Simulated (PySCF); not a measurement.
C₅H₉NO₂S.
Atom-mapped SMILES: `[CH3:1]/[N:2]=[CH:3]\[C@@H:4]1[CH2:5][CH2:6][S:7]1(=[O:8])=[O:9]`

Cartesian coordinates in Å at the GFN2-xTB level; atoms count from 1:
```
atom  x, y, z in Å
C1     2.3881   -0.7143    0.8153
N2     2.2587    0.4876    0.0554
C3     1.2222    0.7871   -0.5818
C4    -0.0394    0.0011   -0.7008
C5    -1.3095    0.7536   -1.1083
C6    -2.2990    0.1717   -0.0975
S7    -0.8781   -0.4487    0.8843
O8    -0.5383    0.4160    1.9736
O9    -0.9268   -1.8618    1.1353
H10    1.5776   -1.4403    0.6946
H11    3.3433   -1.1693    0.5491
H12    2.4406   -0.4240    1.8654
H13    1.2331    1.7482   -1.0881
H14    0.1061   -0.9289   -1.2495
H15   -1.1785    1.8235   -0.9440
H16   -1.5978    0.5915   -2.1467
H17   -2.9425    0.8852    0.4032
H18   -2.8686   -0.6720   -0.4711
```

NICS = −σ at a ghost point: NICS(0) at the centroid of the ring atoms, NICS(1) 1 Å to either side along the normal of their mean plane, zz for the tensor component along that normal. Level: GIAO PBE0/pcSseg-1 (PySCF, non-relativistic, gas phase) on the GFN2-xTB geometry, one conformer.

Ring bond lengths (Å), with Mayer bond orders in brackets: C4–C5 1.532 (0.98), C5–C6 1.529 (1.02), C6–S7 1.835 (0.86), S7–C4 1.849 (0.80).

Question: Give the NICS values of each ring in ppm.

Answer: 
| ring | type | NICS(0) | NICS(1), two faces | NICS(1)zz, two faces | rms pucker (Å) | centre to ring atoms, mean (Å) |
| --- | --- | --- | --- | --- | --- | --- |
| C4–C5–C6–S7 | 4-membered ring with S; formal bonds all single | -4.1 | -1.4 / -1.9 | 1.0 / 1.0 | 0.10 | 1.19 |

Question: What do they say, and how far can they be read as aromaticity?

Answer: 
- C4–C5–C6–S7: mean NICS(1)zz 1.0 ppm, near zero. C4, C5, C6, S7 have four or more neighbours, so the value isn't read as a sign of a π ring current.

Question: What is the mean of the two in-plane components of NICS at the first NICS(1) probe listed for ring C4–C5–C6–S7, 1 Å off the ring?

Answer: The isotropic value is a third of the trace: (3 × -1.4 − (1.0))/2 = -2.6 ppm.

Question: Give the inner angles of the rings and the Hirshfeld charges of the ring atoms.

Answer: 
- C4–C5–C6–S7: C4 88.4° (-0.040 e), C5 100.0° (-0.068 e), C6 88.9° (-0.074 e), S7 79.1° (+0.517 e); sum 356.4° against 360° for a flat convex ring.

Question: How shielded are the nuclei of the rings and their hydrogens (means over atoms taken as equivalent)?

Answer: 
```tsv
atoms	environment	σ isotropic (ppm)	principal values of the symmetric part, first atom (ppm)
C4	sp3 carbon bound to sulfur	104.4	52.6, 98.2, 162.5
C5	four-membered-ring carbon	172.6	164.7, 172.4, 180.7
C6	sp3 carbon bound to sulfur	117.6	69.9, 107.8, 175.2
S7	sulfonyl sulfur	190.9	65.9, 144.5, 362.3
H14	methine hydrogen	26.80	24.6, 27.2, 28.6
H15	methylene hydrogen	29.66	26.5, 27.1, 35.4
H16	methylene hydrogen	29.41	25.8, 26.3, 36.1
H17	methylene hydrogen	27.89	24.2, 26.3, 33.2
H18	methylene hydrogen	27.76	24.7, 27.0, 31.6
```

Hardware: an x86-64 server with one thread, shared host. Cost: 25 s of wall time. This is the whole shielding run at PBE0/pcSseg-1, SCF included.
